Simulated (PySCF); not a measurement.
# State search for SnO

Unrestricted PBE0; basis Sn def2-SVPD with ECP28, O def2-SVPD; scalar-relativistic core potentials; PySCF 2.14. Outer shells of the fragments: Sn 4d10 5s2 5p2; O 2s2 2p4.

Followed along the bond (rough minima from three points):

| 2Ms+1 | unpaired | ⟨S²⟩ at the start | R at minimum (Å) | Te (eV) |
| --- | --- | --- | --- | --- |
| 1 | none | 0.00 | 1.85 | 0.00 |
| 3 | π ↑↑ | 2.01 | none in the scan | ≤ 2.15 |
| 5 | σ ↑, π ↑↑↑ | 6.01 | none in the scan | ≤ 5.25 |

Solutions found at the starting distance of 1.950 Å, counted from the lowest of them; the search is not exhaustive and high or unbound solutions are not listed, so other states can lie among these:

| 2Ms+1 | unpaired | term | E (eV) | ⟨S²⟩ | ⟨Lz²⟩ | μ (D) |
| --- | --- | --- | --- | --- | --- | --- |
| 1 | none | ¹Σ⁺ | 0.00 | 0.00 | 0.00 | -5.11 |
| 3 | π ↑↑ | mixed | 2.14 | 2.01 | 2.01 | -1.87 |
| 3 | π ↑↑ | mixed | 2.39 | 2.01 | 2.01 | -1.90 |
| 1 | π ↑↓ | mixed | 2.44 | 1.01 | 2.01 | -1.92 |
| 3 | σ ↑, π ↑ | ³Π | 2.61 | 2.01 | 1.01 | -3.41 |
| 1 | σ ↓, π ↑ | mixed | 2.81 | 1.02 | 1.01 | -3.24 |

A term symbol is given only where ⟨S²⟩ and ⟨Lz²⟩ are close to those of a pure state; real π, δ and φ orbitals otherwise mix terms. A positive dipole means Sn(−)O(+).

Spin–orbit coupling is left out. Counting both spins, an empty level lies below a filled one in some of these solutions, because spin and occupation are held.
